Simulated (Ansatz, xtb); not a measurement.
## A geometry optimisation of C8H6BF3Se with r2SCAN-D4/def2-SVP

The starting geometry of this gas-phase singlet was built from a drawn formula by distance geometry and a force field; its bonds are those of `C#CB([Se]C1=CC=C1C)C(F)(F)F`.

```xyz
19

C    -2.6767   -0.2924   -3.0074
C    -2.2485    0.0366   -1.8684
C    -1.6431   -1.8150    1.1669
C    -1.7924   -3.0441    0.6257
C    -0.4291   -3.4054    1.1299
C    -0.3091   -2.1874    1.6664
C     0.7676   -1.4482    2.4360
C    -0.3420    1.2663   -0.3864
B    -1.7302    0.4282   -0.5142
F    -0.0234    1.4892    0.8918
F    -0.5148    2.4822   -1.0166
F     0.6399    0.5927   -0.9444
Se   -2.6679   -0.2121    1.0917
H    -3.0606   -0.5609   -3.9341
H    -2.5298   -3.5364    0.0769
H     0.1973   -4.2649    1.1184
H     0.3501   -0.6791    3.0180
H     1.4898   -0.9882    1.6775
H     1.3354   -2.2160    3.0237
```

Predict what becomes of its bonds when it is optimised with r2SCAN-D4/def2-SVP.

A new bond forms, giving a structure given below by its coordinates. Distances that change by over a tenth: B9–Se13 (1.97 → 2.17 Å). Contacts that close: C3–B9 (2.80 → 1.56 Å).

The energy falls by 2.19 eV over 21 steps:

| step | E − E(last) (eV) |
| --- | --- |
| 1 | 2.190 |
| 3 | 1.283 |
| 5 | 0.677 |
| 8 | 0.107 |
| 10 | 0.065 |
| 12 | 0.023 |
| 14 | 0.007 |
| 17 | 0.001 |
| 19 | 0.000 |
| 21 | 0.000 |

Final geometry (Å):

```yaml
atoms:
  - { symbol: C, position_ang: [-2.6484, -0.4442, -2.8929] }
  - { symbol: C, position_ang: [-2.1162, -0.3039, -1.8020] }
  - { symbol: C, position_ang: [-1.1958, -1.4000, 0.4606] }
  - { symbol: C, position_ang: [-1.6797, -2.7859, 0.3354] }
  - { symbol: C, position_ang: [-0.7293, -3.2754, 1.2612] }
  - { symbol: C, position_ang: [-0.2062, -1.9840, 1.4524] }
  - { symbol: C, position_ang: [0.8448, -1.3986, 2.2855] }
  - { symbol: C, position_ang: [-0.4051, 1.0824, -0.2299] }
  - { symbol: B, position_ang: [-1.4280, -0.1448, -0.4396] }
  - { symbol: F, position_ang: [0.0763, 1.1664, 1.0489] }
  - { symbol: F, position_ang: [-0.9145, 2.2910, -0.5201] }
  - { symbol: F, position_ang: [0.6918, 0.9193, -1.0158] }
  - { symbol: Se, position_ang: [-2.7162, -0.4270, 1.2824] }
  - { symbol: H, position_ang: [-3.1170, -0.5491, -3.8545] }
  - { symbol: H, position_ang: [-2.4864, -3.2145, -0.2666] }
  - { symbol: H, position_ang: [-0.5067, -4.2541, 1.6899] }
  - { symbol: H, position_ang: [0.4277, -0.5918, 2.9093] }
  - { symbol: H, position_ang: [1.5787, -0.8924, 1.6323] }
  - { symbol: H, position_ang: [1.3426, -2.1481, 2.9147] }
```

From the same start GFN2-xTB ends elsewhere, differing in C4–Se13 (1.95 against 2.75 Å here), B9–Se13 (2.95 against 2.17 Å here).

No frequencies were run, so the end isn't proven a minimum. Run with Ansatz 0.2.0, 88 s on 8 threads of Intel(R) Xeon(R) Platinum 8259CL CPU @ 2.50GHz (Skylake/Cascade Lake), with other jobs on the host.
